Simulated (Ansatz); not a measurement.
The same group exchange along the group Sc, Y.

Computed with Ansatz on PBE0-D4/def2-TZVP structures; ΔE is electronic, products minus reactants. CCSD(T)/CBS adds triple-zeta CCSD(T) − MP2 to the extrapolated MP2 energy (def2 sets, frozen cores). This one scheme is used for every species. DFT in def2-TZVPP. B3LYP here is the variant with VWN-RPA as its local correlation; programs differ in this. Elements past krypton have def2 core potentials. For Sc, Y outer-core shells are correlated without core-valence functions, which leaves a few kJ/mol of doubt a bond. Scalar relativity is left out up to krypton. Each species was taken in one conformer, which may not be the lowest.

| reaction | B3LYP-D4 (kJ/mol) | CCSD(T)/CBS(def2) (kJ/mol) |
| --- | --- | --- |
| `[CH3][Sc]([NH2])[NH2]` + `C=C(C)Cl` → `[NH2][Sc]([NH2])[Cl]` + `C=C(C)C` | -269 | -267 |
| `[CH3][Y]([NH2])[NH2]` + `C=C(C)Cl` → `[NH2][Y]([NH2])[Cl]` + `C=C(C)C` | -282 | -283 |

Largest T1 diagnostic: 0.014, for `[NH2][Sc]([NH2])[Cl]`.
